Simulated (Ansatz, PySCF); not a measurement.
CH4BFSe, SMILES CB(F)[SeH]. Atoms are numbered in the order given.

```xyz
8

B     -0.1244    -0.9339     0.0000
F     -1.3881    -1.3913     0.0000
C      1.0628    -1.9589     0.0000
H      0.9731    -2.6231    -0.8870
H      2.0716    -1.5074     0.0000
H      0.9731    -2.6231     0.8870
Se     0.0354     1.0203     0.0000
H      1.5182     1.0084     0.0000
```

Geometry: PBE-D3(BJ)/def2-SVP. The structure was generated by enumeration, and PubChem lists no compound with its InChIKey, so it may never have been made. Other conformers were not sampled.

Vertical ionisation energy (IE) and electron affinity (EA) in eV. Rows of orbital energies are one-electron estimates. Where ΔSCF, EOM or ADC give a negative EA the extra electron is unbound and the value depends on the basis.

```csv
level,IE,EA
"−ε(HOMO), −ε(LUMO), PBE0/def2-TZVP (PySCF)",7.51,0.42
"−ε(HOMO), −ε(LUMO), PBE/def2-TZVP (PySCF)",6.38,1.37
"ΔSCF, PBE0/def2-SVPD (Ansatz), final states of multiplicity 2 and 2",9.85,-1.02
"ΔSCF, PBE/def2-SVPD (Ansatz), final states of multiplicity 2 and 2",?,?
```

Task: What belongs in the gaps? (An estimate is asked for; the answer gives what the named calculation found.)

Result: 
- ΔSCF, PBE/def2-SVPD (Ansatz, a quantum-chemistry and plane-wave program), final states of multiplicity 2 and 2, IE: 9.80
- ΔSCF, PBE/def2-SVPD (Ansatz), final states of multiplicity 2 and 2, EA: -0.87

Task: What vertical singlet–triplet gap does ΔSCF give with PBE0/def2-SVPD (Ansatz) and with PBE/def2-SVPD (Ansatz)? (The exact figures need the calculation; the answer reports its results.)

Result: 5.16 and 5.03 eV (triplet above singlet where positive).
